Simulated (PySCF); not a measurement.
Input for PySCF: R-MP2/6-31G* on CH6GaN (SMILES [CH3][GaH][NH2]), a point of a torsion scan.

```python
from pyscf import gto, scf, dft, mp
from pyscf.data.elements import chemcore

mol = gto.M(
    atom='''
    C    -1.52537750    0.14680464   -0.23451019
    Ga    0.26175078   -0.38777633    0.58197886
    N     1.92544385    0.15308182   -0.01320112
    H    -2.36402031   -0.01914588    0.44335184
    H    -1.51070176    1.20396036   -0.51592284
    H    -1.70793433   -0.43153938   -1.14393475
    H     0.38412593   -1.37615689    1.79120630
    H     2.42809167   -0.38980900   -0.70822302
    H     2.06064528    1.12698430   -0.27417481
    ''',
    basis='6-31g*',
    cart=True,
    charge=0, spin=0, verbose=3, max_memory=1800)
mf = scf.RHF(mol)
mf.conv_tol = 1e-8
mf.max_cycle = 100
mf.kernel()
if not mf.converged:
    mf = mf.newton().run(mf.mo_coeff, mf.mo_occ)
pt = mp.MP2(mf, frozen=chemcore(mol)).run()
```

What total energy does the run end on?

-2019.3088 hartree.
